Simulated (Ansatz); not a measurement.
CS, charge +1, doublet (typed; the unrestricted solution is spin-contaminated), at a GFN2-xTB geometry (a state made from the parent by changing its charge; the spin is typed, not shown lowest). Base run: HF/6-311G** run with Ansatz (an electronic-structure program).

Here is a job for Ansatz.
Ansatz 0.2 input:
```yaml
crystal:
  periodic: [false, false, false]
  atoms:
    - {symbol: C, position_ang: [-0.00000000, -0.00000000, -1.07903369]}
    - {symbol: S, position_ang: [0.00000000, 0.00000000, 0.40463763]}
basis:
  gaussian:
    orbitals: 6-311G__.json
hamiltonian:
  xc: hf
total_charge: 1
magnetization: {spin_polarized: true, initial_magnetization: 1}
```
The basis file holds 6-311G** in the JSON format of the Basis Set Exchange.

The base run was repeated with changes; each row names its change, and settings that it needs were set with it.

| change | ΔE vs base (kcal/mol) |
|---|---|
| base | 0.000 |
| point_charge = charge:-1.0 position_ang:3.0184, 1.3537, -2.086 | -87.1 |
| point_charge = charge:0.5 position_ang:-3.0307, 0.0056, 1.8574 | 45.06 |
| lower_state_search = light | 0.000 |
| accuracy = high | -0.001 |
| nuclear_model = gaussian | 0.204 |
| point_charge = charge:1.0 position_ang:-3.6482, 0.7674, -0.0156 | 84.9 |
| fitting.mean_field = def2-universal-JKFIT | 0.038 |
| lower_state_search = off | 0.000 |
| forces = on | 0.000 |
| lower_state_search = full | 0.000 |
